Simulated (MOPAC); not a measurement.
MOPAC input (PM3):

```
PM3 1SCF CHARGE=-1 GEO-OK AUX(PRECISION=9) THREADS=1
C2H7Si

C    -1.69234700 1   -0.53378700 1    0.23429200 1
C    -0.49562900 1    0.34295500 1    0.52034300 1
Si    1.06460100 1    0.14640400 1   -0.29599700 1
H    -2.33626100 1   -0.23971700 1   -0.62452400 1
H    -2.37955900 1   -0.60681300 1    1.09517800 1
H    -1.38080000 1   -1.56586600 1    0.01638800 1
H    -0.73623000 1    1.35053000 1    0.86525100 1
H     1.57419500 1   -1.28146100 1   -0.26899000 1
H     2.14229600 1    1.00053100 1    0.32530900 1
H     1.33981000 1    0.43812200 1   -1.79246100 1
```

Output:

```
 *******************************************************************************
 **                                                                           **
 **                              MOPAC v23.2.5                                **
 **                                                                           **
 *******************************************************************************
 ** MOPAC's Digital Object Identifier: https://doi.org/10.5281/zenodo.6511958 **
 **                                                                           **
 ** Please cite the open-source release paper for use of this MOPAC version:  **
 ** J. E. Moussa and J. J. P. Stewart (2026)                                  **
 ** MOPAC: An open-source semiempirical molecular orbital program             **
 ** J. Open Source Softw., 11(119), 8025, https://doi.org/10.21105/joss.08025 **
 *******************************************************************************

                              PM3 CALCULATION RESULTS

 *******************************************************************************
 *  PM3        - The PM3 Hamiltonian to be used
 *  GEO-OK     - OVERRIDE INTERATOMIC DISTANCE AND OTHER SAFETY CHECKS
 *
 *
 *
 *                 CHARGE ON SYSTEM = -1
 *
 *
 *
 *  1SCF       - DO 1 SCF AND THEN STOP
 *  AUX        - OUTPUT AUXILIARY INFORMATION
 *******************************************************************************
PM3 1SCF CHARGE=-1 GEO-OK AUX(PRECISION=9) THREADS=1
 C2H7Si

   ATOM   CHEMICAL          X               Y               Z
  NUMBER   SYMBOL      (ANGSTROMS)     (ANGSTROMS)     (ANGSTROMS)

     1       C         -1.69234700  *  -0.53378700  *   0.23429200  *
     2       C         -0.49562900  *   0.34295500  *   0.52034300  *
     3      Si          1.06460100  *   0.14640400  *  -0.29599700  *
     4       H         -2.33626100  *  -0.23971700  *  -0.62452400  *
     5       H         -2.37955900  *  -0.60681300  *   1.09517800  *
     6       H         -1.38080000  *  -1.56586600  *   0.01638800  *
     7       H         -0.73623000  *   1.35053000  *   0.86525100  *
     8       H          1.57419500  *  -1.28146100  *  -0.26899000  *
     9       H          2.14229600  *   1.00053100  *   0.32530900  *
    10       H          1.33981000  *   0.43812200  *  -1.79246100  *

          CARTESIAN COORDINATES

    NO.       ATOM           X           Y           Z

     1         C         -1.6923     -0.5338      0.2343
     2         C         -0.4956      0.3430      0.5203
     3        Si          1.0646      0.1464     -0.2960
     4         H         -2.3363     -0.2397     -0.6245
     5         H         -2.3796     -0.6068      1.0952
     6         H         -1.3808     -1.5659      0.0164
     7         H         -0.7362      1.3505      0.8653
     8         H          1.5742     -1.2815     -0.2690
     9         H          2.1423      1.0005      0.3253
    10         H          1.3398      0.4381     -1.7925

  H: (PM3): J. J. P. STEWART, J. COMP. CHEM. 10, 209 (1989).
  C: (PM3): J. J. P. STEWART, J. COMP. CHEM. 10, 209 (1989).
 Si: (PM3): J. J. P. STEWART, J. COMP. CHEM. 10, 209 (1989).

           Empirical Formula: C2 H7 Si  =    10 atoms

      MOLECULAR POINT GROUP   :   C1

      RHF CALCULATION, NO. OF DOUBLY OCCUPIED LEVELS = 10

 -------------------------------------------------------------------------------
 PM3 1SCF CHARGE=-1 GEO-OK AUX(PRECISION=9) THREADS=1
 C2H7Si

     1SCF WAS SPECIFIED, SO BFGS WAS NOT USED
     SCF FIELD WAS ACHIEVED

                              PM3 CALCULATION
                                                       MOPAC v23.2.5 Linux

          FINAL HEAT OF FORMATION =         23.67728 KCAL/MOL =      99.06576 KJ/MOL

          COSMO AREA              =        112.93 SQUARE ANGSTROMS
          COSMO VOLUME            =        100.80 CUBIC ANGSTROMS

          IONIZATION POTENTIAL    =          0.709267 EV
          HOMO LUMO ENERGIES (EV) =         -0.709  5.795
          NO. OF FILLED LEVELS    =         10
          MOLECULAR WEIGHT        =         59.1628         POINT GROUP:  C1

          MOLECULAR DIMENSIONS (Angstroms)

            Atom       Atom       Distance
            H     9    H     5     4.86039
            H     7    H     8     3.37994
            H    10    H     5     2.08635

          SCF CALCULATIONS        =          1

   ATOM   CHEMICAL          X               Y               Z
  NUMBER   SYMBOL      (ANGSTROMS)     (ANGSTROMS)     (ANGSTROMS)

     1       C         -1.69234700  *  -0.53378700  *   0.23429200  *
     2       C         -0.49562900  *   0.34295500  *   0.52034300  *
     3      Si          1.06460100  *   0.14640400  *  -0.29599700  *
     4       H         -2.33626100  *  -0.23971700  *  -0.62452400  *
     5       H         -2.37955900  *  -0.60681300  *   1.09517800  *
     6       H         -1.38080000  *  -1.56586600  *   0.01638800  *
     7       H         -0.73623000  *   1.35053000  *   0.86525100  *
     8       H          1.57419500  *  -1.28146100  *  -0.26899000  *
     9       H          2.14229600  *   1.00053100  *   0.32530900  *
    10       H          1.33981000  *   0.43812200  *  -1.79246100  *

                             CARTESIAN COORDINATES

   1    C       -1.692347000    -0.533787000     0.234292000
   2    C       -0.495629000     0.342955000     0.520343000
   3   Si        1.064601000     0.146404000    -0.295997000
   4    H       -2.336261000    -0.239717000    -0.624524000
   5    H       -2.379559000    -0.606813000     1.095178000
   6    H       -1.380800000    -1.565866000     0.016388000
   7    H       -0.736230000     1.350530000     0.865251000
   8    H        1.574195000    -1.281461000    -0.268990000
   9    H        2.142296000     1.000531000     0.325309000
  10    H        1.339810000     0.438122000    -1.792461000

           Empirical Formula: C2 H7 Si  =    10 atoms

      MOLECULAR POINT GROUP   :   C1

                  EIGENVALUES
 -26.18877 -15.43705 -10.98363  -9.14520  -8.29458  -7.51012  -6.30099  -5.95051
  -5.05726  -0.70927   5.79456   6.83476   6.88569   7.87767   9.60540   9.99772
  10.04169  11.24581  11.75776

              NET ATOMIC CHARGES AND DIPOLE CONTRIBUTIONS

  ATOM NO.   TYPE          CHARGE      No. of ELECS.   s-Pop       p-Pop
    1          C           0.095173        3.9048     1.11071     2.79412
    2          C          -0.807435        4.8074     1.25206     3.55538
    3         Si           0.212145        3.7879     1.00796     2.77989
    4          H          -0.070914        1.0709     1.07091
    5          H          -0.043156        1.0432     1.04316
    6          H          -0.026821        1.0268     1.02682
    7          H           0.075758        0.9242     0.92424
    8          H          -0.123217        1.1232     1.12322
    9          H          -0.109209        1.1092     1.10921
   10          H          -0.202324        1.2023     1.20232
 DIPOLE           X         Y         Z       TOTAL
 POINT-CHG.     0.223    -0.643    -0.154     0.698
 HYBRID         0.023     0.130    -0.642     0.656
 SUM            0.247    -0.513    -0.797     0.979

          ATOMIC ORBITAL ELECTRON POPULATIONS

     Atom    s        px        py        pz
    1  C   1.11071   0.93038   0.95387   0.90987
    2  C   1.25206   1.00513   1.11367   1.43658
    3 Si   1.00796   0.94854   0.92049   0.91086
    4  H   1.07091
    5  H   1.04316
    6  H   1.02682
    7  H   0.92424
    8  H   1.12322
    9  H   1.10921
   10  H   1.20232

 **********************
 *                    *
 * JOB ENDED NORMALLY *
 *                    *
 **********************

 == MOPAC DONE ==
```

The dipole moment of an ion depends on the origin.

The geometry given is a B3LYP-D3(BJ)/def2-TZVP minimum.
